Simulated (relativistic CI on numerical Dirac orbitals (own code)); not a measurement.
Ti4+: calculation against measurement

Calculated at this level of theory: Dirac-Coulomb-Breit CI, orbitals from a KLI potential per configuration, model QED (radiative potential, 1s self-energy scaled to tabulated hydrogen-like ionisation energies), valence Slater integrals scaled by 0.85, P86 correlation estimate, and configurations built on the next ion tied to the tabulated ionisation energy (semi-empirical) (own radial code, finite nucleus).

CI space (outside the closed core [Ne]): 3s²3p⁶, 3s²3p⁵3d, 3s²3p⁵4s, 3s²3p⁵4p, 3s²3p⁵4d, 3s²3p⁵5s, 3s²3p⁵4f, 3s²3p⁴3d², 3s3p⁶3d, 3p⁶3d², 3s²3p⁵5p, 3s3p⁵3d², 3s²3p⁵5d, 3s²3p⁵5f, 3s²3p⁵5g, 3s3p⁶4s, 3s3p⁶4p, 3s²3p⁴3d4s, 3s3p⁶4d, 3s3p⁶5s, 3s²3p⁴3d4p, 3s3p⁶4f, 3s3p⁶5p, 3s3p⁶5d. Levels of other configurations are missing.

```csv
Configuration,Term (tabulated),J,Measured (cm⁻¹),Computed,Error,Purity (%)
3s²3p⁶,1S,0,0.0,0,0,97
3s²3p⁵3d,3P°,1,275371.9,271498,-3874,99
3s²3p⁵3d,3P°,2,277310.6,273397,-3913,98
3s²3p⁵3d,3F°,3,289050.2,285834,-3216,97
3s²3p⁵3d,3F°,2,290778.7,287582,-3197,97
3s²3p⁵3d,1D°,2,306874.5,301837,-5038,71
3s²3p⁵3d,3D°,3,307429.2,301572,-5858,78
3s²3p⁵3d,3D°,1,309252.1,303468,-5784,99
3s²3p⁵3d,3D°,2,309433.1,303798,-5635,72
3s²3p⁵3d,1F°,3,311433.8,305575,-5859,77
3s²3p⁵3d,1P°,1,395320.9,394861,-460,96
3s²3p⁵4s,3P°,2,434339.4,436253,1914,99
3s²3p⁵4s,3P°,1,436849.8,438726,1877,79
3s²3p⁵4s,3P°,0,440065.2,442052,1986,99
3s²3p⁵4s,1P°,1,443752.7,445504,1752,78
3s²3p⁵4p,3S,1,481987.7,485606,3618,96
3s²3p⁵4p,3D,3,487974.6,492756,4781,99
3s²3p⁵4p,3D,2,488225.7,493110,4884,72
3s3p⁶3d,3D †,1,488928.7,519375,30446,73
3s3p⁶3d,3D †,3,492567.1,519954,27387,73
3s²3p⁵4p,1P,1,496890.7,500060,3169,56
3s²3p⁵4p,3P,0,498176.4,501593,3417,98
3s²3p⁵4p,3P,1,499336.2,502795,3458,69
3s3p⁶3d,1D †,2,506224.7,531321,25096,67
3s²3p⁵4p,1S,0,514608.7,518286,3677,96
3s²3p⁵4d,2[1/2]°,0,568698.5,571782,3084,99
3s²3p⁵4d,2[7/2]°,4,571401.1,574065,2664,99
3s²3p⁵4d,2[7/2]°,3,572093.9,574630,2536,64
3s²3p⁵4d,2[5/2]°,3,574683.8,576998,2315,49
3s²3p⁵4d,2[5/2]°,3,579334.6,581765,2431,50
3s²3p⁵5s,2[3/2]°,2,607033.0,608745,1712,100
3s²3p⁵5s,2[3/2]°,1,608100.7,609822,1721,51
3s²3p⁵5s,2[1/2]°,0,612793.2,614585,1792,100
3s²3p⁵5s,2[1/2]°,1,613558.2,615349,1791,51
3s3p⁶4p,3P° †,1,687980.0,718933,30953,70
3s3p⁶4p,1P° †,1,691797.0,723247,31450,71
```

Measured levels from Corliss and Sugar, J. Phys. Chem. Ref. Data 8, 1 (1979); pairs were made by configuration, J and term (by order where the table uses no LS term), so strongly mixed levels may be paired wrongly.

Mean error by configuration (cm⁻¹): 3s²3p⁵3d -4283; 3s²3p⁵4s 1882; 3s²3p⁵4p 3858; 3s²3p⁵4d 2606; 3s²3p⁵5s 1754. Over the excited levels the mean absolute error is 3247 cm⁻¹ (35 of the 44 excited levels that our extract of the source holds in range could be paired, and the others can miss by more), and the median relative error of those above 1,000 cm⁻¹ is 0.66 %. † marks terms whose computed intervals miss the measured ones by more than a factor of 2.5, or configurations far off the rest, from wrong mixing, a near crossing or a doubtful label or measurement; they are left out of the means.
